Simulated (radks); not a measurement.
Coulomb parameter of the 3d shell of the cobalt ion Co2+ in the model configuration [Ar] 3d6 4s1, as a second difference U = [E(n + 1) + E(n - 1) - 2 E(n)] / (1)^2 with all orbitals relaxed. "Bare": the charge of the atom changes with n. "Screened": the 4s shell takes up the change at fixed total charge, which measures U(3d,3d) + U(4s,4s) - 2 U(3d,4s). Calculated with a radial shooting solver on a logarithmic mesh with Libxc functionals: Dirac Kohn-Sham, PBE, spin-unpolarised, spherical densities, finite nucleus; open shells are shared between the two j in proportion to 2j + 1; Fermi nuclear charge, rms radius 3.7875 fm.

[
 {"case": "start", "configuration": "[Ar] 3d6 4s1", "E - E(n) (eV)": "0.000"},
 {"case": "bare +1", "configuration": "[Ar] 3d7 4s1", "E - E(n) (eV)": "-24.926"},
 {"case": "bare -1", "configuration": "[Ar] 3d5 4s1", "E - E(n) (eV)": "42.918"},
 {"case": "screened +1", "configuration": "[Ar] 3d7", "E - E(n) (eV)": "-8.141"},
 {"case": "screened -1", "configuration": "[Ar] 3d5 4s2", "E - E(n) (eV)": "12.711"}
]

U(bare) = 17.992 eV, U(screened by 4s) = 4.570 eV.
